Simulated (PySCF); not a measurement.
A structure optimised at B3LYP-D3(BJ)/def2-SVP, used in a PySCF frequency run:

```
C
H 1 1.0963
C 1 1.4856 2 113.02
C 3 1.3372 1 126.91 2 -136.43
H 4 1.0931 3 121.25 1 -178.78
H 4 1.0938 5 116.86 3 179.67
H 3 1.0977 4 118.38 5 0.67
C 1 1.5076 2 115.63 3 -149.77
H 8 1.0933 1 118.05 2 6.24
H 8 1.0939 9 113.95 1 -144.62
C 8 1.5052 9 119.16 10 -144.80
H 11 1.0959 8 115.69 9 -3.71
C 11 1.5103 12 114.17 8 -147.03
H 13 1.1000 11 111.37 12 -176.97
H 13 1.1025 14 107.95 11 121.81
H 13 1.1026 14 107.56 15 116.01
```

Problem. Write its SMILES and formula.

Solution. C=C[C@H]1C[C@H]1C, C₆H₁₀

Problem. What are its rotational constants (standard atomic weights)?

Solution. 5.4609, 2.7971, 2.3676 GHz
